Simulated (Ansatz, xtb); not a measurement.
# C4H6ClFO2: 6 structures ranked

6 gas-phase structures of C4H6ClFO2, from a drawn sample of its isomers (lower ones may exist). Each was relaxed with GFN2-xTB; where two conformers were screened, the lower at r2SCAN-D4/def2-SVP is listed:

A. `FC1(Cl)COCOC1`, a singlet
B. `C[C@](F)(Cl)COC=O`, a singlet
C. `F[C@H](Cl)C1OCCO1`, a singlet
D. `C[C@](F)(Cl)CC(=O)O`, a singlet
E. `COC[C@H](F)C(=O)Cl`, a singlet
F. `O=C(O)C[C@H](F)CCl`, a singlet

Question: Estimate their order in r2SCAN-D4/def2-SVP energy at these geometries, lowest first.

Answer: Calculated order at r2SCAN-D4/def2-SVP: D (0.0), F (5.1), B (15.1), A (33.8), E (35.8), C (38.7) kcal/mol.

Energies above the lowest of each column, in kcal/mol; the last columns are at B3LYP/def2-SVP geometries and were run for some of them only (a dash: not run or not comparable):

| structure | GFN2-xTB | HF/STO-3G | r2SCAN-D4/def2-SVP | B3LYP/def2-SVP | CCSD(T)/def2-SVP + ΔMP2/def2-TZVPP |
| --- | --- | --- | --- | --- | --- |
| D | 0.0 | 13.9 | 0.0 | 0.0 | 0.0 |
| F | 4.6 | 18.6 | 5.1 | 3.5 | 2.9 |
| B | 10.5 | 20.0 | 15.1 | 14.2 | 14.8 |
| A | 11.4 | 0.7 | 33.8 | – | – |
| E | 25.9 | 30.5 | 35.8 | – | – |
| C | 15.7 | 0.0 | 38.7 | – | – |

CCSD(T)/def2-SVP + ΔMP2/def2-TZVPP puts D lowest of those it was run on; HF/STO-3G picks C. Some further structures that were screened fall inside this span and aren't listed. Flexible structures stand in one conformer each, not always the lowest. Frequencies (GFN2-xTB) were run for B, D, F alone. ΔMP2 is the change of the MP2 energy from the smaller to the larger basis.

Over these structures GFN2-xTB departs from r2SCAN-D4/def2-SVP by 8.4 kcal/mol on average once a common shift is removed. A GFN2-xTB relaxation took about 0.11 s and the r2SCAN-D4/def2-SVP energy about 2.3 s on a shared host (Ansatz 0.2.0, xtb 6.7.1).
